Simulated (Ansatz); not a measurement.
Stepwise reaction of `B[TeH]` with water, as a gas-phase model of exchange steps in deposition or etching. ΔE in kJ/mol; ΔG adds harmonic PBE0-D4 terms to CCSD(T)/CBS, at 1 bar.

Program: Ansatz. Geometries: PBE0-D4/def2-TZVP. ΔE: electronic, gas phase. CCSD(T)/CBS is the MP2 limit (def2-TZVPP, def2-QZVPP) plus CCSD(T) − MP2 in def2-TZVPP, frozen cores. This one scheme is used for every species. Functionals use def2-TZVPP. B3LYP here is the variant with VWN-RPA as its local correlation; programs differ in this. Elements past krypton have def2 core potentials. For Te outer-core shells are correlated without core-valence functions, which leaves a few kJ/mol of doubt a bond. Each species was taken in one conformer, which may not be the lowest.

```tsv
step	reaction	PBE-D4	B3LYP-D4	ωB97M-V	CCSD(T)/CBS	ΔG(500 K)
1	`B[TeH]` + H₂O → `OB[TeH]` + H₂	-98.7	-99.1	-99.2	-91.2	-86.4
```

Problem. Give the row of step 2, `OB[TeH]` + H₂O → `OB(O)[TeH]` + H₂. (Estimate.)

Solution. Ansatz gave: 
```csv
step,reaction,PBE-D4,B3LYP-D4,ωB97M-V,CCSD(T)/CBS,ΔG(500 K)
2,`OB[TeH]` + H₂O → `OB(O)[TeH]` + H₂,-98.4,-100.5,-101.8,-95.5,-95.2
```

Problem. By hand: ΔE of the 2 steps together at CCSD(T)/CBS.

Solution. (-91.2) + (-95.5) = -186.7 kJ/mol, or -93.3 kJ/mol a step.

In ΔE the steps differ by no more than 4.3 kJ/mol. All are downhill at CCSD(T)/CBS. ΔG lies between -95.2 and -86.4 kJ/mol a step. PBE-D4 differs from CCSD(T)/CBS by -7.5 to -2.9 kJ/mol a step. Isolated molecules leave out the surface, adducts and barriers. Largest T1 diagnostic: 0.015.
